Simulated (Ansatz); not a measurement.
Ansatz (a quantum-chemistry and plane-wave program) input (PBE/6-31G* with LANL2DZ past Ar): The .json file joins the Basis Set Exchange's 6-31G* for atoms up to Ar and LANL2DZ past it.

Ansatz 0.2 input:
```yaml
crystal:
  periodic: [false, false, false]
  atoms:
    - {symbol: Te, position_ang: [-0.00000000, -0.00000000, -0.03158065]}
    - {symbol: H, position_ang: [0.00000000, 0.00000000, 1.64219355]}
basis:
  gaussian:
    orbitals: 6-31Gs+LANL2DZ.json
hamiltonian:
  xc: {name: PBE}
total_charge: -1
relax: {f_tol: 0.003, max_steps: 120}
```

From the last part of the output:

```
WARN ansatz: RAYON_NUM_THREADS=1 ignored (pool sized by the plan → 1); use --threads N
Functional definition: PBE
integrals: 0.00 GiB planned
167 factors; integrals over basis functions are off by at most 1.1e-4 eV
mean field: 0.04 GiB planned
mean field evaluation 1: about -236.2557 eV, gradient 4.3e0 eV
mean field evaluation 2: about -236.3116 eV, gradient 2.7e0 eV
mean field evaluation 4: about -236.3490 eV, gradient 4.2e-2 eV
mean field evaluation 8: about -236.3475 eV, gradient 1.1e-4 eV
mean field -236.34752591 eV, -8.6856113752 hartree, gradient 7.1e-6 eV, S^2 0.000000; 0 other end points of the search recorded, 0 dependent functions left out
the calculation of the forces begins
reference -236.34754481 eV, -8.6856120695 hartree; 4, 4 occupied and 6, 6 virtual orbitals, 167 factors
relax step   1: F+E_penalty+E_count = -236.34752591 eV  Δ(F+E_penalty+E_count) = +0.000e0 eV  max|allowed force component| = 6.216e-1 eV/Å  Δτ_max = 0.0000 Å  (18 SCF iters, accepted)
these checks for a lower state are left out or cut short: starts, cluster_reference, orbital_swaps, neighbouring_geometries, increment
integrals: 0.00 GiB planned
167 factors; integrals over basis functions are off by at most 1.2e-4 eV
mean field: 0.04 GiB planned
mean field evaluation 16: about -236.3591 eV, gradient 8.0e-5 eV
mean field -236.35907131 eV, -8.6860356609 hartree, gradient 8.0e-5 eV, S^2 0.000000; 0 other end points of the search recorded, 0 dependent functions left out
the calculation of the forces begins
reference -236.35909012 eV, -8.6860363519 hartree; 4, 4 occupied and 6, 6 virtual orbitals, 167 factors
relax step   2: F+E_penalty+E_count = -236.35907131 eV  Δ(F+E_penalty+E_count) = -1.155e-2 eV  max|allowed force component| = 1.939e-1 eV/Å  Δτ_max = 0.0294 Å  (19 SCF iters, accepted)
these checks for a lower state are left out or cut short: starts, cluster_reference, orbital_swaps, neighbouring_geometries, increment
integrals: 0.00 GiB planned
167 factors; integrals over basis functions are off by at most 1.2e-4 eV
mean field: 0.04 GiB planned
mean field -236.36057587 eV, -8.6860909523 hartree, gradient 6.8e-5 eV, S^2 0.000000; 0 other end points of the search recorded, 0 dependent functions left out
the calculation of the forces begins
reference -236.36059470 eV, -8.6860916442 hartree; 4, 4 occupied and 6, 6 virtual orbitals, 167 factors
relax step   3: F+E_penalty+E_count = -236.36057587 eV  Δ(F+E_penalty+E_count) = -1.505e-3 eV  max|allowed force component| = 1.056e-2 eV/Å  Δτ_max = 0.0081 Å  (19 SCF iters, accepted)
these checks for a lower state are left out or cut short: starts, cluster_reference, orbital_swaps, neighbouring_geometries, increment
integrals: 0.00 GiB planned
167 factors; integrals over basis functions are off by at most 1.2e-4 eV
mean field: 0.04 GiB planned
mean field -236.36058014 eV, -8.6860911091 hartree, gradient 2.9e-5 eV, S^2 0.000000; 0 other end points of the search recorded, 0 dependent functions left out
the calculation of the forces begins
reference -236.36059897 eV, -8.6860918010 hartree; 4, 4 occupied and 6, 6 virtual orbitals, 167 factors
relax step   4: F+E_penalty+E_count = -236.36058014 eV  Δ(F+E_penalty+E_count) = -4.269e-6 eV  max|allowed force component| = 4.312e-5 eV/Å  Δτ_max = 0.0004 Å  (14 SCF iters, accepted)
integrals: 0.00 GiB planned
167 factors; integrals over basis functions are off by at most 1.2e-4 eV
mean field: 0.04 GiB planned
mean field evaluation 32: about -236.3146 eV, gradient 3.0e0 eV
mean field -236.36058014 eV, -8.6860911091 hartree, gradient 2.9e-5 eV, S^2 0.000000; 1 other end points of the search recorded, 0 dependent functions left out
the calculation of the forces begins
reference -236.36059897 eV, -8.6860918010 hartree; 4, 4 occupied and 6, 6 virtual orbitals, 167 factors
Total energy: -236.36059897 eV, -8.6860918010 hartree
Atom 0 at    -0.000000    -0.000000    -0.053260 Å, force     0.000000    -0.000000    -0.000043 eV/Å
Atom 1 at     0.000000     0.000000     1.663873 Å, force    -0.000000     0.000000     0.000043 eV/Å
Dipole moment:     0.000000    -0.000000    -0.020393 e Å
```

The dipole moment of an ion depends on the origin.
